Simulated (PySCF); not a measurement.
C2H10GeSi, SMILES C[SiH](C)[GeH3].

Geometry optimised at PBE0-D3(BJ)/def2-SVP. This is a generated structure with no PubChem entry under its InChIKey; it may be hypothetical.

All values below come from PBE/def2-TZVP (PySCF).

The molecule is in vacuum.

Task: Estimate the frontier levels, gap, dipole moment and polarisability. (The exact figures need the calculation; the answer reports its results.)

Result: 
The highest occupied level is -6.58 eV and the lowest empty level is -0.24 eV. The orbital gap comes out as 6.34 eV. The dipole moment is 1.31 D, the quadrupole, principal values (traceless, Buckingham form, about the centre of nuclear charge) is -1.75, 0.57, 1.18 D·Å and the mean static polarisability is 89.5 bohr³ (13.26 Å³). The polarisability, principal values is 78.0, 87.6, 102.9 bohr³.
